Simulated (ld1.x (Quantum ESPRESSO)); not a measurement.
**u(r) = r·R(r): atom against pseudo-atom (potassium)**

Columns: radius, all-electron u(r) and pseudo u(r) of the 3d shell (level -0.63 eV) of potassium in the configuration [Ne] 3s2 3p6 3d1 4s0 4p0; LDA (PZ), scalar-relativistic, TM scheme, ld1.x (Quantum ESPRESSO) 7.5.

| r (bohr) | all-electron | pseudo |
| --- | --- | --- |
| 0.195 | 0.0200 | 0.0013 |
| 0.390 | 0.0713 | 0.0099 |
| 0.585 | 0.1237 | 0.0308 |
| 0.780 | 0.1654 | 0.0655 |
| 0.975 | 0.1953 | 0.1109 |
| 1.170 | 0.2155 | 0.1610 |
| 1.365 | 0.2290 | 0.2082 |
| 1.560 | 0.2382 | 0.2463 |
| 1.755 | 0.2447 | 0.2721 |
| 1.950 | 0.2494 | 0.2855 |
| 2.145 | 0.2530 | 0.2889 |
| 2.340 | 0.2558 | 0.2859 |
| 2.535 | 0.2582 | 0.2800 |
| 2.730 | 0.2603 | 0.2739 |
| 2.925 | 0.2622 | 0.2694 |
| 3.120 | 0.2641 | 0.2671 |
| 3.315 | 0.2660 | 0.2669 |
| 3.510 | 0.2680 | 0.2681 |
| 3.705 | 0.2701 | 0.2701 |
| 3.900 | 0.2724 | 0.2724 |
| 4.095 | 0.2747 | 0.2747 |
| 4.290 | 0.2772 | 0.2772 |
| 4.485 | 0.2797 | 0.2797 |
| 4.680 | 0.2821 | 0.2821 |
| 4.875 | 0.2846 | 0.2846 |
| 5.070 | 0.2869 | 0.2869 |

(1) How many radial nodes do the two functions have?

(2) At about which radius was the pseudo-wave matched?

(3) Is the pseudo-wave norm-conserving?

Results:

(1) The all-electron 3d function has n − l − 1 = 0; the pseudo-wave has 0.

(2) 3.90 bohr. The columns agree to 0.0005 from 3.51 bohr on; several derivatives are matched, so the curves merge somewhat inside the radius.

(3) Yes: the TM scheme keeps the norm inside the radius equal to the all-electron one, which fixes the energy derivative of the logarithmic derivative at the level.
